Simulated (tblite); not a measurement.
Record of a relaxation.

C7H10OP (charge +1).
Numbering: `[CH:1]#[C:2][PH+:3]1[CH2:4][CH2:5][C:6](=[O:7])[CH2:8][CH2:9]1` (hydrogens: H10 on C1; H11 on P3; H12, H13 on C4; H14, H15 on C5; H16, H17 on C8; H18, H19 on C9)
Bond orders are those of one Lewis drawing.

Computed with GFN2-xTB (tblite), gas phase: L-BFGS steps from a force-field or distance-geometry start until the largest atomic force falls under 0.01 eV/Å. 7 of its 60 geometries are shown.

Step 0: E = -711.5698 eV, largest atomic force 2.590 eV/Å
```
atom  x, y, z in Å  |  force x, y, z in eV/Å
C1      3.082    0.135    0.598   -0.914  -0.252  -0.717
C2      2.128   -0.117   -0.110    0.321  -0.212  -0.283
P3      0.721   -0.518   -1.157    1.124   0.787   1.394
C4     -0.337   -1.559   -0.150   -0.072  -1.406   0.071
C5     -0.831   -0.898    1.135    0.188   0.654  -0.334
C6     -1.554    0.394    0.798   -2.298   0.590   1.040
O7     -2.730    0.568    1.097    1.994  -0.350  -0.609
C8     -0.735    1.489    0.131   -0.126  -0.419   0.279
C9     -0.235    1.010   -1.226   -0.103   0.541  -1.010
H10     3.907    0.366    1.221   -0.166  -0.022  -0.084
H11     1.098   -1.054   -2.407   -0.152   0.245   0.601
H12    -1.198   -1.865   -0.755   -0.040  -0.006  -0.052
H13     0.207   -2.480    0.118   -0.076   0.053  -0.097
H14     0.001   -0.663    1.803    0.045  -0.016  -0.007
H15    -1.521   -1.553    1.663   -0.032  -0.100  -0.045
H16     0.084    1.754    0.802    0.108  -0.013  -0.056
H17    -1.371    2.375    0.009    0.107  -0.194  -0.056
H18    -1.095    0.829   -1.892    0.082   0.067   0.065
H19     0.371    1.797   -1.685    0.010   0.053  -0.099
```

Step 10: E = -711.8286 eV, largest atomic force 0.109 eV/Å
```
atom  x, y, z in Å  |  force x, y, z in eV/Å
C1      3.071    0.129    0.580    0.057   0.006   0.025
C2      2.158   -0.145   -0.153   -0.030   0.017   0.045
P3      0.718   -0.477   -1.069    0.032  -0.008  -0.016
C4     -0.343   -1.610   -0.138    0.011  -0.017  -0.034
C5     -0.832   -0.893    1.126   -0.006   0.011  -0.006
C6     -1.575    0.401    0.808   -0.065   0.035   0.080
O7     -2.724    0.565    1.094   -0.002  -0.013  -0.029
C8     -0.742    1.483    0.128   -0.004  -0.012  -0.005
C9     -0.241    1.046   -1.255    0.006  -0.009  -0.036
H10     3.891    0.360    1.203    0.041  -0.012  -0.028
H11     1.089   -1.004   -2.289    0.003   0.005   0.011
H12    -1.192   -1.884   -0.772   -0.025  -0.033  -0.022
H13     0.204   -2.521    0.119    0.011  -0.031   0.016
H14     0.010   -0.659    1.785   -0.017  -0.010  -0.015
H15    -1.516   -1.554    1.663    0.006   0.034   0.037
H16     0.100    1.736    0.780   -0.014  -0.005  -0.025
H17    -1.367    2.370    0.011    0.005  -0.003   0.054
H18    -1.089    0.838   -1.915   -0.022   0.012  -0.043
H19     0.370    1.828   -1.713    0.012   0.032  -0.009
```

Step 20: E = -711.8340 eV, largest atomic force 0.049 eV/Å
```
atom  x, y, z in Å  |  force x, y, z in eV/Å
C1      3.090    0.126    0.576   -0.014  -0.006  -0.020
C2      2.142   -0.131   -0.119    0.020  -0.004  -0.009
P3      0.716   -0.471   -1.056   -0.027  -0.008  -0.020
C4     -0.350   -1.614   -0.139    0.010  -0.015  -0.008
C5     -0.840   -0.892    1.123   -0.005  -0.009   0.004
C6     -1.587    0.399    0.803    0.008   0.016   0.046
O7     -2.736    0.561    1.085   -0.024  -0.008  -0.022
C8     -0.749    1.478    0.125   -0.007   0.010  -0.002
C9     -0.248    1.049   -1.260    0.010   0.003  -0.018
H10     3.929    0.346    1.174    0.044   0.000   0.007
H11     1.107   -0.997   -2.270    0.021   0.002   0.008
H12    -1.192   -1.900   -0.778    0.001   0.014   0.009
H13     0.203   -2.520    0.125    0.006  -0.010   0.001
H14     0.010   -0.655    1.771   -0.017   0.015   0.004
H15    -1.517   -1.544    1.676   -0.009  -0.021   0.006
H16     0.101    1.721    0.770   -0.019  -0.005   0.015
H17    -1.369    2.372    0.028   -0.005   0.022  -0.013
H18    -1.087    0.846   -1.934   -0.004  -0.004   0.017
H19     0.368    1.834   -1.708    0.011   0.010  -0.007
```

Step 30: E = -711.8361 eV, largest atomic force 0.038 eV/Å
```
atom  x, y, z in Å  |  force x, y, z in eV/Å
C1      3.114    0.119    0.559    0.010  -0.008  -0.013
C2      2.147   -0.128   -0.114    0.012  -0.003  -0.004
P3      0.719   -0.467   -1.047   -0.030   0.000   0.001
C4     -0.349   -1.611   -0.135   -0.011  -0.012   0.014
C5     -0.849   -0.889    1.126    0.001   0.000   0.004
C6     -1.603    0.397    0.797    0.024   0.004   0.018
O7     -2.757    0.551    1.060   -0.007  -0.006  -0.021
C8     -0.759    1.479    0.128   -0.002   0.002   0.009
C9     -0.248    1.050   -1.255   -0.008   0.017   0.000
H10     3.970    0.328    1.136    0.031   0.009   0.020
H11     1.134   -0.992   -2.253   -0.026  -0.004  -0.015
H12    -1.192   -1.897   -0.773    0.013   0.013  -0.016
H13     0.202   -2.519    0.130    0.007   0.002   0.014
H14    -0.007   -0.643    1.778    0.002   0.009  -0.003
H15    -1.521   -1.549    1.678   -0.019   0.009  -0.016
H16     0.083    1.718    0.784    0.004  -0.005   0.004
H17    -1.371    2.377    0.025   -0.022  -0.014  -0.004
H18    -1.088    0.848   -1.929    0.009  -0.023  -0.003
H19     0.367    1.836   -1.703    0.010   0.011   0.010
```

Step 39: E = -711.8394 eV, largest atomic force 0.035 eV/Å
```
atom  x, y, z in Å  |  force x, y, z in eV/Å
C1      3.175    0.099    0.520   -0.009   0.005   0.006
C2      2.179   -0.131   -0.115   -0.010  -0.005  -0.015
P3      0.732   -0.459   -1.025   -0.035  -0.002  -0.001
C4     -0.343   -1.602   -0.118   -0.008  -0.005   0.011
C5     -0.868   -0.883    1.134   -0.002   0.000  -0.010
C6     -1.629    0.391    0.780    0.024   0.005   0.022
O7     -2.796    0.525    0.993    0.003  -0.004  -0.014
C8     -0.778    1.483    0.138   -0.007  -0.007  -0.001
C9     -0.243    1.055   -1.237   -0.004   0.008   0.005
H10     4.048    0.300    1.075    0.022   0.001   0.007
H11     1.125   -0.985   -2.238   -0.014   0.001  -0.004
H12    -1.175   -1.883   -0.774    0.015  -0.011   0.009
H13     0.201   -2.511    0.155    0.007   0.013  -0.001
H14    -0.037   -0.626    1.798   -0.025  -0.007  -0.001
H15    -1.548   -1.545    1.673    0.021   0.000  -0.003
H16     0.053    1.725    0.808   -0.022   0.001  -0.004
H17    -1.400    2.373    0.025    0.018   0.002  -0.007
H18    -1.073    0.836   -1.918    0.019   0.012  -0.004
H19     0.367    1.848   -1.680    0.006  -0.006   0.004
```

Step 49: E = -711.8406 eV, largest atomic force 0.042 eV/Å
```
atom  x, y, z in Å  |  force x, y, z in eV/Å
C1      3.187    0.093    0.506    0.025  -0.002   0.002
C2      2.185   -0.134   -0.121   -0.019  -0.009  -0.024
P3      0.730   -0.456   -1.020   -0.007   0.001   0.003
C4     -0.338   -1.602   -0.109   -0.014  -0.002   0.037
C5     -0.875   -0.882    1.138   -0.015   0.014  -0.003
C6     -1.640    0.388    0.772    0.015   0.000   0.000
O7     -2.812    0.512    0.962    0.025  -0.004  -0.008
C8     -0.785    1.485    0.141   -0.015  -0.011   0.009
C9     -0.237    1.061   -1.231   -0.014   0.030   0.026
H10     4.072    0.286    1.047   -0.014   0.003   0.003
H11     1.103   -0.982   -2.237    0.021  -0.012  -0.020
H12    -1.164   -1.899   -0.766    0.005   0.003   0.008
H13     0.217   -2.501    0.171    0.013  -0.009   0.006
H14    -0.052   -0.621    1.810   -0.023  -0.003  -0.024
H15    -1.556   -1.548    1.673    0.013   0.016  -0.008
H16     0.037    1.730    0.821   -0.020  -0.011  -0.024
H17    -1.406    2.375    0.021    0.008  -0.018   0.007
H18    -1.059    0.851   -1.924    0.004   0.008   0.010
H19     0.382    1.853   -1.661    0.012   0.006  -0.001
```

Step 59: E = -711.8416 eV, largest atomic force 0.007 eV/Å
```
atom  x, y, z in Å  |  force x, y, z in eV/Å
C1      3.200    0.082    0.482    0.002   0.002   0.003
C2      2.192   -0.140   -0.136   -0.001  -0.001  -0.001
P3      0.725   -0.456   -1.019    0.003   0.002   0.001
C4     -0.332   -1.604   -0.096   -0.002   0.005   0.005
C5     -0.884   -0.879    1.141   -0.002   0.005   0.004
C6     -1.651    0.383    0.760   -0.004   0.002   0.001
O7     -2.828    0.498    0.927    0.002  -0.002  -0.005
C8     -0.794    1.486    0.145   -0.001  -0.002   0.004
C9     -0.230    1.071   -1.222   -0.003   0.003   0.005
H10     4.089    0.274    1.018   -0.004  -0.001  -0.001
H11     1.091   -0.983   -2.239   -0.001  -0.003  -0.003
H12    -1.151   -1.920   -0.750    0.003  -0.003  -0.001
H13     0.238   -2.491    0.197   -0.003  -0.002  -0.003
H14    -0.070   -0.610    1.819    0.004   0.003  -0.005
H15    -1.566   -1.545    1.673    0.003  -0.002  -0.002
H16     0.020    1.729    0.834   -0.001  -0.003   0.000
H17    -1.418    2.374    0.023    0.006  -0.002   0.000
H18    -1.044    0.878   -1.929    0.000   0.000  -0.001
H19     0.404    1.862   -1.635   -0.001   0.000  -0.002
```

Problem. Summarise the path.

Solution. The energy falls by 0.2719 eV from step 0 to step 59; nine tenths of that is first reached at step 6. It falls at every step. The largest force goes from 2.590 to 0.007 eV/Å. Among the bonds C2–P3 changes most, from 1.799 to 1.740 Å; the atoms move by 0.123 Å rms after alignment.

Problem. Follow the three bonds and two angles with the largest change from start to end.

Solution. 
```tsv
step	E above end (eV)	largest force (eV/Å)	C2–P3 (Å)	P3–H11 (Å)	C6=O7 (Å)	C2–P3–C9 (°)	C2–P3–H11 (°)
0	0.2719	2.590	1.799	1.411	1.225	104.3	113.1
3	0.0909	1.532	1.750	1.416	1.207	107.2	112.9
5	0.0303	0.300	1.735	1.390	1.194	108.5	110.6
8	0.0158	0.119	1.739	1.376	1.194	109.2	108.5
10	0.0131	0.109	1.738	1.379	1.195	109.4	108.4
13	0.0105	0.078	1.739	1.380	1.194	109.6	108.6
15	0.0095	0.056	1.742	1.379	1.194	109.6	108.5
18	0.0085	0.059	1.742	1.380	1.194	109.5	108.4
21	0.0074	0.041	1.739	1.379	1.194	109.4	108.3
23	0.0071	0.047	1.740	1.378	1.194	109.4	108.1
26	0.0064	0.042	1.741	1.380	1.194	109.4	107.6
28	0.0059	0.035	1.740	1.380	1.194	109.5	107.4
31	0.0052	0.039	1.739	1.378	1.194	109.7	107.2
33	0.0044	0.067	1.741	1.378	1.194	110.0	106.9
36	0.0030	0.038	1.741	1.380	1.194	110.4	106.9
38	0.0025	0.036	1.740	1.380	1.194	110.5	107.1
41	0.0020	0.028	1.740	1.379	1.194	110.6	107.2
44	0.0017	0.023	1.741	1.380	1.194	110.6	107.3
46	0.0014	0.025	1.741	1.379	1.194	110.7	107.4
49	0.0010	0.042	1.741	1.378	1.194	110.6	107.5
51	0.0004	0.041	1.741	1.378	1.194	110.4	107.5
54	0.0001	0.016	1.740	1.380	1.194	110.4	107.3
56	0.0001	0.018	1.740	1.379	1.194	110.4	107.2
59	0.0000	0.007	1.740	1.379	1.194	110.4	107.2
```
